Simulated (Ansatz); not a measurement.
BeMe2 (C₂H₆Be), relaxed as a singlet with RKS r2SCAN-D4/def2-TZVP in Ansatz, starting from the GFN2-xTB geometry. Force threshold 0.02 eV/Å.

Start:

```xyz
9

Be    0.0143    0.0146   -0.0028
C     0.2202    0.1748    1.7022
H     0.1776    1.2015    2.0657
H     1.1708   -0.2076    2.0757
H    -0.5343   -0.3537    2.2858
C    -0.2162   -0.1701   -1.7034
H    -1.2062    0.1277   -2.0505
H    -0.1005   -1.1960   -2.0550
H     0.4744    0.4087   -2.3177
```

Question: Estimate the energy that the relaxation releases and the steps that it takes.

Answer: 5.7 kJ/mol, in 3 steps; 2.4 s on 4 threads of Arm Neoverse V2 on a shared host. No frequencies were taken in this run, so the end may be a saddle point.

Question: Does the start keep its bonding and symmetry?

Answer: By distances, no bond broke or formed. The bond that changes most is Be1–C6, from 1.73 to 1.68 Å (atoms count from 1). Point group D3 at the start, D3 at the end, both within 0.05 Å.

Question: Predict the relaxed structure.

Answer: 
```xyz
9

Be    0.0051    0.0053   -0.0012
C     0.2134    0.1688    1.6584
H     0.1660    1.2140    1.9841
H     1.1804   -0.2202    1.9969
H    -0.5550   -0.3697    2.2249
C    -0.2116   -0.1669   -1.6588
H    -1.2122    0.1443   -1.9799
H    -0.0880   -1.2055   -1.9861
H     0.5019    0.4299   -2.2382
```
Bond lengths: 2 × Be–C 1.68 Å; 6 × C–H 1.10 Å.
